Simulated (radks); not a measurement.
Species: Rh+. Configuration: [Kr] 4d8. Method: Dirac Kohn-Sham, exchange-only LDA, spin-unpolarised, spherical densities, finite nucleus; open shells fill j = l - 1/2 first; Fermi nuclear charge, rms radius 4.4945 fm; computed with a radial shooting solver on a logarithmic mesh with Libxc functionals.

Spin-orbit splittings of the eigenvalues, e(l+1/2) - e(l-1/2), with zeta = 2 splitting/(2l+1) and mean radii in bohr:

| shell | occ. | splitting (eV) | zeta (eV) | <r> j=l-1/2 | <r> j=l+1/2 |
|---|---|---|---|---|---|
| 2p | 6 | 144.4 | 96.25 | 0.1204 | 0.1252 |
| 3p | 6 | 24.84 | 16.56 | 0.3836 | 0.3944 |
| 3d | 10 | 4.902 | 1.961 | 0.3687 | 0.3722 |
| 4p | 6 | ? | ? | 1.061 | 1.093 |
| 4d | 8 | 0.4000 | 0.1600 | 1.550 | 1.574 |
| 4f | 0 | 1.861e-06 | 5.317e-07 | 17.09 | 17.09 |
| 5p | 0 | 0.2256 | 0.1504 | 3.845 | 3.962 |
| 5d | 0 | 0.009649 | 0.003860 | 8.535 | 8.599 |

Estimate the 4p splitting.

Answer. 3.946 eV (zeta = 2.631 eV).
